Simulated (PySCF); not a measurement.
All values below come from B3LYP-D3(BJ)/def2-TZVP // TPSS-D3(BJ)/def2-SVP in PySCF. Gas-phase values, no solvent. B3LYP has the VWN-RPA correlation part, as in Gaussian. 

Reference species: [Mo(F)6] (neutral, multiplicity 1).

```json
{
 "mean_distance_from_the_central_atom_to_its_bonded_neighbours": "1.839 Å",
 "coordination_number": "6"
}
```

Changed species: [Mo(Cl)2(F)4] (4 of 6 Cl replaced by F; the reference has 6 of 6 Cl replaced by F).

What does the change do to the mean distance from the central atom to its bonded neighbours and coordination number?

the mean distance from the central atom to its bonded neighbours rises by 0.157 Å, to 1.996 Å; the coordination number hardly moves.
